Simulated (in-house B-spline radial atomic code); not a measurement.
A fraction x of an electron is moved 5p → 6d in Tm II (Tm+), starting from [Xe] 4f13 6s1 and keeping the highest spin. Method: scalar-relativistic (X2C) CAM-B3LYP, spin-polarised, spherical fractional occupations, Fermi nucleus of rms radius 5.2256 fm. Calculated with a B-spline radial code for spherical atoms.

Caution: exact exchange at fractional occupations of open shells leaves self-interaction of up to several eV.

```csv
x,E(x) - E(0) (eV),5p down level (eV),6d up level (eV)
0,0.0000,-36.764,-
0.125,4.4392,-37.570,-1.764
0.25,?,?,?
0.375,13.5383,-39.105,-2.129
0.5,?,?,?
0.625,22.9209,-40.543,-2.472
0.75,27.7124,-41.229,-2.641
0.875,32.5672,-41.894,-2.809
1,37.4828,-42.540,-2.978
```

**Question.** What belongs in the row x = 0.25?

**Answer.** An energy change of 8.9521 eV; 5p down at -38.350 eV, 6d up at -1.952 eV.

**Question.** What belongs in the row x = 0.5?

**Answer.** An energy change of 18.1954 eV; 5p down at -39.835 eV, 6d up at -2.301 eV.

**Question.** Check Janak's theorem between x = 0.625 and 0.75.

**Answer.** The slope of the energy is 38.33 eV; the orbital levels give 38.33 eV (ε of the receiving orbital less ε of the emptying one, averaged over the two points).
